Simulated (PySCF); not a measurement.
SMILES F[SiH2][SiH2]Cl (H₄ClFSi₂), PBE/def2-SVP optimised geometry.

```
8

F      2.26    -1.14     0.00
Si     0.62    -1.14     0.00
Si    -0.18     1.08     0.00
Cl    -2.26     0.86    -0.07
H      0.14    -1.86     1.23
H      0.14    -1.86    -1.23
H      0.27     1.86    -1.20
H      0.20     1.83     1.24
```

Density from PBE/def2-TZVP run with PySCF at that geometry.

Minimum of the electron density along straight lines between bonded atoms, close to the bond critical point (lines longer than 1.1 times the sum of covalent radii, or with two minima, are not listed):

```
bond     length / Å  ρ at the minimum / e bohr⁻³  ∇²ρ there / e bohr⁻⁵  position (fraction from the first atom)
-------  ----------  ---------------------------  --------------------  ---------------------------------------
F1–Si2        1.646                        0.124                  0.78                                     0.58
Si2–Si3       2.354                        0.094                 -0.16                                     0.50
Si3–Cl4       2.096                        0.092                  0.17                                     0.37
Si2–H5        1.503                        0.120                  0.10                                     0.49
Si2–H6        1.503                        0.120                  0.10                                     0.49
Si3–H7        1.503                        0.119                  0.11                                     0.49
Si3–H8        1.503                        0.119                  0.11                                     0.49
```
